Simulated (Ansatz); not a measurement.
**Worked example: C2HClF2 + SnH2Cl → C2HF2 + SnH2Cl2**

Species: C2HClF2 `F/C=C(\F)Cl`, singlet; SnH2Cl `[Cl][SnH2]`, doublet; C2HF2 `F/[C]=C\F`, doublet; SnH2Cl2 `[Cl][SnH2][Cl]`, singlet. A radical takes Cl: the energy is the difference in strength between the C–Cl bond broken and the Sn–Cl bond made.

Shapes, held fixed at every level: PBE0-D4/def2-TZVP. Programs: Ansatz 0.2.0. The zero-point and thermal change to 298 K, harmonic and unscaled (PBE0-D4/def2-TZVP), is -0.2 kJ/mol.

At B2PLYP/def2-TZVPP; 1 Eh = 2625.50 kJ/mol:

| species | energy (Eh) |
| --- | --- |
| C2HClF2 | -736.481745 |
| SnH2Cl | -675.371187 |
| C2HF2 | -276.308404 |
| SnH2Cl2 | -1135.535731 |

Problem. Work out ΔH(298 K) of the reaction at this level.

Solution. 
1. Products less reactants: (-276.308404) + (-1135.535731) − [(-736.481745) + (-675.371187)] = 0.008797 Eh = +23.1 kJ/mol.
2. With the thermal change: +23.1 + (-0.2) = +22.9 kJ/mol.

Other levels give -32.9 (HF/def2-SVP) to +35.2 kJ/mol (PBE-D4/def2-TZVPP). No measured value is set beside it here. Spin contamination: C2HF2 (⟨S²⟩ up to 0.94). Open shells run unrestricted. For atoms past krypton def2 sets carry core potentials with scalar relativity. Outer-core shells of Sn are correlated, in sets that cover them unevenly.
